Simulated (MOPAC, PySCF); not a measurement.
Bond stretch in CH6Ge, SMILES [CH3][GeH3]. The C1–Ge5 bond (C1 also carries H, H, H; Ge5 carries H, H, H) is stretched with both fragments frozen at the PBE0/def2-TZVP optimised geometry.

Computed with: PM3, restricted, heats of formation (MOPAC); CASSCF(2,2)/cc-pVDZ (PySCF); RKS-PBE = restricted PBE/cc-pVDZ run with PySCF; RCCSD = CCSD on RHF/cc-pVDZ, 10 core orbitals frozen (PySCF 2.14.0).

Energies are in kJ/mol, each relative to the lowest point of its own curve near equilibrium.

```
R / Å    PM3  CASSCF(2,2)  RKS-PBE  RCCSD
-----  -----  -----------  -------  -----
1.46   328.0        514.4    467.7  487.5
1.55   204.5        299.9    268.6  279.6
1.64   114.9        161.6    141.6  146.8
1.75    43.7         63.0     52.4   53.7
1.85    10.0         18.2     13.2   13.2
1.90     2.4          6.9      4.0    3.8
1.95     0.0          1.1      0.0    0.0
2.01     2.7          0.0      0.6    1.2
2.07    10.1          3.8      5.8    7.3
2.12    19.0         10.0     12.9   15.3
2.27    55.1         38.7     44.0   49.9
2.40    95.4         70.4     77.5   86.9
2.64   189.2        131.9    143.4  158.9
2.90   294.0        191.3    210.5  230.8
3.20   389.2        242.7    276.0  298.0
3.54   467.2        278.9    333.8  352.2
3.93   527.9        299.6    381.7  390.7
4.25   561.4        307.1    409.7  409.2
4.75   595.7        311.7    438.6  424.4
5.26   624.1        313.0    455.7  431.5
5.89   637.5        313.5    466.8  435.4
6.81   654.8        313.6    472.8  437.4
```

At the longest distance, 6.81 Å, PM3 lies highest above its minimum (654.8 kJ/mol) and CASSCF(2,2) lowest (313.6 kJ/mol).

The restricted form behind PM3, RKS-PBE keeps the bonding electrons paired and can't separate into open-shell fragments.
